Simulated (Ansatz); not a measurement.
A nudged elastic band was laid between two geometries of GeH3 + H4OSi (10 atoms, charge 0, multiplicity 2).

All numbers below come from UKS PBE/def2-SVP (Ansatz).

```json
{
 "movable images": "7",
 "climbing image": "yes",
 "spring": "5.0 eV/Å²",
 "optimiser": "quadratic models (default)",
 "start path": "through a guess of the saddle point",
 "force threshold": "0.03 eV/Å",
 "iteration limit": "60",
 "end points": "relaxed"
}
```

Initial state:

```xyz
10
Properties=species:S:1:pos:R:3
H 1.362 0.297 0.551
O 1.144 0.264 -0.399
Si 0.387 1.641 -1.022
Ge -0.599 -1.835 1.236
H 1.233 2.876 -0.827
H -0.957 1.890 -0.384
H 0.214 1.376 -2.486
H -1.135 -2.525 2.529
H -1.757 -1.117 0.487
H 0.108 -2.866 0.315
```

Final state:

```xyz
10
Properties=species:S:1:pos:R:3
H 1.289 0.127 0.416
O 1.192 0.235 -0.550
Si 0.397 1.643 -1.040
Ge -0.589 -1.807 1.259
H 1.112 2.882 -0.561
H -1.022 1.701 -0.534
H 0.397 1.606 -2.537
H -1.028 -2.385 2.637
H -1.774 -1.093 0.553
H 0.027 -2.908 0.357
```

(1) What changes between the two ends?

(2) Give the energies along the band, and the barrier.

(3) What is the geometry of the highest image?

## Answers

(1) No bond is made or broken.

(2) The run converged. The highest image is number 4 of 0 to 8, 0.006 eV above the first end and 0.004 eV above the last; the last end lies 0.002 eV above the first. The top lies less than 8 meV above the higher end, about what the thresholds resolve: the motion is nearly free. A vibrational analysis at the climbing image gives no mode beyond 40i cm⁻¹: the surface is too flat there to confirm a saddle point.

```
image  path coordinate (Å)  energy (eV)
    0                 0.00        0.000
    1                 0.24        0.001
    2                 0.49        0.002
    3                 0.73        0.003
    4                 0.98        0.006
    5                 1.20        0.004
    6                 1.43        0.002
    7                 1.66        0.001
    8                 1.89        0.002
```

(3) 
```xyz
10
Properties=species:S:1:pos:R:3
H 1.094 0.073 0.351
O 1.015 0.220 -0.612
Si 0.436 1.737 -1.075
Ge -0.619 -1.877 1.284
H 1.316 2.851 -0.565
H -0.966 1.991 -0.581
H 0.447 1.735 -2.573
H -0.895 -2.371 2.734
H -1.924 -1.393 0.596
H 0.097 -2.967 0.441
```

Time of the run: 9.3 min on 4 threads of Arm Neoverse N1, on a shared host, peak memory 0.19 GiB.
